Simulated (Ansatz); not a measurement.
C2H7BrFNSi, singlet, geometry from GFN2-xTB; SC-NEVPT2/STO-3G, CASSCF(2,4) (Ansatz, an electronic-structure program).

Here is a job for Ansatz.
Ansatz 0.2 input:
```yaml
crystal:
  periodic: [false, false, false]
  atoms:
    - {symbol: C, position_ang: [-2.05663661, -0.38110534, 1.75107080]}
    - {symbol: C, position_ang: [-1.37805776, 0.89156688, 1.25287650]}
    - {symbol: Si, position_ang: [0.28972204, 0.57545352, 0.43535702]}
    - {symbol: N, position_ang: [1.42474577, -0.11678888, 1.50093527]}
    - {symbol: F, position_ang: [0.80082811, 1.95757002, -0.23107130]}
    - {symbol: Br, position_ang: [0.15787123, -0.81311968, -1.26841851]}
    - {symbol: H, position_ang: [-1.43417258, -0.88753582, 2.48549360]}
    - {symbol: H, position_ang: [-2.23798397, -1.06958808, 0.92812244]}
    - {symbol: H, position_ang: [-3.01284398, -0.14738849, 2.21493532]}
    - {symbol: H, position_ang: [-1.24433946, 1.58135505, 2.08799039]}
    - {symbol: H, position_ang: [-2.03738993, 1.39522511, 0.54263990]}
    - {symbol: H, position_ang: [1.55908976, 0.24197811, 2.42937457]}
    - {symbol: H, position_ang: [2.25353176, -0.57458332, 1.16050453]}
basis:
  gaussian:
    orbitals: STO-3G
magnetization: {spin_polarized: false}
correlation: {method: sc_nevpt2, electrons: all, active_space: {window: {electrons: 2, orbitals: 4}}}
```

It wrote (shortened):

```
Functional definition: HF
659 factors; integrals over basis functions are off by at most 4.6e-5 eV
mean field evaluation 1: about -83292.5579 eV, gradient 2.5e1 eV
mean field evaluation 2: about -83292.7390 eV, gradient 2.5e1 eV
mean field evaluation 4: about -83295.5377 eV, gradient 1.5e0 eV
mean field evaluation 8: about -83295.5504 eV, gradient 2.3e-2 eV
mean field -83295.55039672 eV, -3061.0550173275 hartree, gradient 3.0e-6 eV, S^2 0.000000; 0 other end points of the search recorded, 0 dependent functions left out
reference -83295.55039672 eV, -3061.0550173275 hartree; 42, 42 occupied and 12, 12 virtual orbitals, 659 factors
state -83295.99324485 eV, -3061.0712916963 hartree
state -83295.99324485 eV, -3061.0712916963 hartree; corrected -83301.08418352 eV, -3061.2583802416 hartree
state -83295.77929185 eV, -3061.0634290686 hartree
state -83295.77929185 eV, -3061.0634290686 hartree; corrected -83301.02089907 eV, -3061.2560545810 hartree
state -83295.99324485 eV, -3061.0712916963 hartree; corrected -83301.08418352 eV, -3061.2583802416 hartree
WARN: 2 active orbitals are nearly empty or full. The corrections depend on them more than the energy does, and are more stable in an active space without them
Total energy: -83301.08418352 eV, -3061.2583802416 hartree
```
